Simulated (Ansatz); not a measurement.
Reaction (redistribution): `BB[O][AlH2]` + `O[SiH](O)[SiH3]` → `BBO` + `O[SiH]([SiH3])[O][AlH2]`

Computed with Ansatz on PBE0-D4/def2-TZVP structures; ΔE is electronic, products minus reactants. CCSD(T)/CBS adds triple-zeta CCSD(T) − MP2 to the extrapolated MP2 energy (def2 sets, frozen cores). This one scheme is used for every species. Functionals use def2-TZVPP. HSE06 is defined as in plane-wave codes. One conformer a species, not always the lowest.

```
             level  ΔE (kcal/mol)  difference from CCSD(T)/CBS
         revPBE-D4           -5.3                          0.7
            B97M-V           -5.6                          0.4
        r2SCANh-D4           -5.5                          0.5
          HSE06-D4           -5.7                          0.3
           ωB97M-V           -5.8                          0.2
            B2PLYP           -5.5                          0.5
              BLYP           -4.5                          1.5
             HSE06           -5.2                          0.8
             BHLYP           -5.5                          0.5
         CAM-B3LYP           -5.3                          0.7
       HF/def2-SVP           -7.9                         -1.9
  CCSD(T)/def2-SVP           -8.1                         -2.1
CCSD(T)/def2-TZVPP           -6.3                         -0.3
    MP2/def2-QZVPP           -6.1                         -0.1
      HF/CBS(def2)           -6.2                         -0.2
    CCSD/CBS(def2)           -6.0                          0.0
       CCSD(T)/CBS           -6.0                            0
```

Largest T1 diagnostic among the species: 0.014.

Leaving LDA and LC-ωPBE aside and taking each functional with its dispersion term where it has one, the values, not all of them listed here, spread over 1.2 kcal/mol, from BHLYP-D4 to PBE-D4. At CCSD(T), def2-SVP lies −2.1 kcal/mol from the extrapolated value and def2-TZVPP −0.3 kcal/mol. From BLYP to BHLYP (50 % exact exchange), in def2-TZVPP and without D4, ΔE moves by −1.1 kcal/mol.
